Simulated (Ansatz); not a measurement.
Geometry optimisation, Ansatz, DFT PBE, scalar-relativistic, plane waves, PAW.

The input (input.yaml):

```yaml
crystal:
  lattice:
    - [8.1, 0.0, 0.0]
    - [0.0, 8.1, 0.0]
    - [0.0, 0.0, 8.1]
  atoms:
    - { symbol: Al, position: [0.5, 0.0, 0.0] }
    - { symbol: Al, position: [0.75, 0.25, 0.0] }
    - { symbol: Al, position: [0.75, 0.0, 0.25] }
    - { symbol: Al, position: [0.0, 0.0, 0.0] }
    - { symbol: Al, position: [0.25, 0.25, 0.0] }
    - { symbol: Al, position: [0.5, 0.5, 0.0] }
    - { symbol: Al, position: [0.75, 0.75, 0.0] }
    - { symbol: Al, position: [0.25, 0.0, 0.25] }
    - { symbol: Al, position: [0.5, 0.25, 0.25] }
    - { symbol: Al, position: [0.75, 0.5, 0.25] }
    - { symbol: Al, position: [0.5, 0.0, 0.5] }
    - { symbol: Al, position: [0.75, 0.25, 0.5] }
    - { symbol: Al, position: [0.75, 0.0, 0.75] }
    - { symbol: Al, position: [0.0, 0.5, 0.0] }
    - { symbol: Al, position: [0.25, 0.75, 0.0] }
    - { symbol: Al, position: [0.0, 0.25, 0.25] }
    - { symbol: Al, position: [0.25, 0.5, 0.25] }
    - { symbol: Al, position: [0.5, 0.75, 0.25] }
    - { symbol: Al, position: [0.0, 0.0, 0.5] }
    - { symbol: Al, position: [0.25, 0.25, 0.5] }
    - { symbol: Al, position: [0.5, 0.5, 0.5] }
    - { symbol: Al, position: [0.75, 0.75, 0.5] }
    - { symbol: Al, position: [0.25, 0.0, 0.75] }
    - { symbol: Al, position: [0.5, 0.25, 0.75] }
    - { symbol: Al, position: [0.75, 0.5, 0.75] }
    - { symbol: Al, position: [0.0, 0.75, 0.25] }
    - { symbol: Al, position: [0.0, 0.5, 0.5] }
    - { symbol: Al, position: [0.25, 0.75, 0.5] }
    - { symbol: Al, position: [0.0, 0.25, 0.75] }
    - { symbol: Al, position: [0.25, 0.5, 0.75] }
    - { symbol: Al, position: [0.5, 0.75, 0.75] }
    - { symbol: Al, position: [0.0, 0.75, 0.75] }
    - { symbol: C, position: [0.6175565, 0.8700422, 0.129629] }
basis:
  ecutwfc: 420.0
kpoints:
  mp_grid: { grid: [3, 3, 3] }
hamiltonian:
  xc: pbe
scf:
  occupations: { method: gaussian, width: 0.1 }
  lower_state_search: "off"
relax:
  f_tol: 0.03
  max_steps: 60
  adjacent_minimum: "off"
```

Run as:

```bash
$ ansatz run input.yaml --threads 4 --pin off --max-ram 10240MiB --backend cpu --events-out ev --progress --plain --runs-dir out
```

Q: Where does it end, and by what steps?

A: The forces met the threshold. Limits of this set-up: coarse k mesh, a small cell, in which the defect meets its images. After 4 steps the energy has fallen by 1.487 eV; Al18 moved furthest, 0.18 Å.

| step | energy less start (eV) | largest force component (eV/Å) | accepted |
| --- | --- | --- | --- |
| 0 | 0.0000 | 3.834 | yes |
| 1 | -0.9915 | 1.980 | yes |
| 2 | -1.4626 | 0.333 | yes |
| 3 | -1.4828 | 0.037 | yes |
| 4 | -1.4865 | 0.003 | yes |

```xyz
33
Lattice="8.1000 0.0000 0.0000 0.0000 8.1000 0.0000 0.0000 0.0000 8.1000" Properties=species:S:1:pos:R:3
Al 3.943 0.104 -0.104
Al 6.103 2.046 -0.028
Al 6.178 0.104 2.131
Al 0.020 0.028 -0.028
Al 2.005 2.042 0.005
Al 4.019 4.026 -0.028
Al 6.178 5.968 -0.104
Al 2.001 0.028 2.055
Al 4.019 2.046 2.056
Al 6.102 4.026 2.056
Al 4.019 0.028 4.073
Al 6.069 2.042 4.069
Al 6.103 0.028 6.054
Al 0.016 4.031 0.005
Al 2.001 6.044 -0.028
Al 0.016 2.042 2.022
Al 2.005 4.031 2.022
Al 3.944 5.969 2.131
Al 0.016 -0.005 4.069
Al 2.009 2.038 4.065
Al 4.052 4.031 4.069
Al 6.102 6.044 4.073
Al 2.005 -0.005 6.058
Al 4.052 2.042 6.058
Al 6.069 4.031 6.058
Al 0.020 6.044 2.056
Al 0.012 4.035 4.065
Al 2.006 6.078 4.069
Al 0.012 2.038 6.062
Al 2.009 4.035 6.062
Al 4.019 6.044 6.054
Al 0.016 6.078 6.058
C 5.061 7.087 1.013
```

Run time: 35 s on 4 threads of Intel(R) Xeon(R) Platinum 8488C (Sapphire Rapids), on a shared host, peak memory 1.4 GiB.
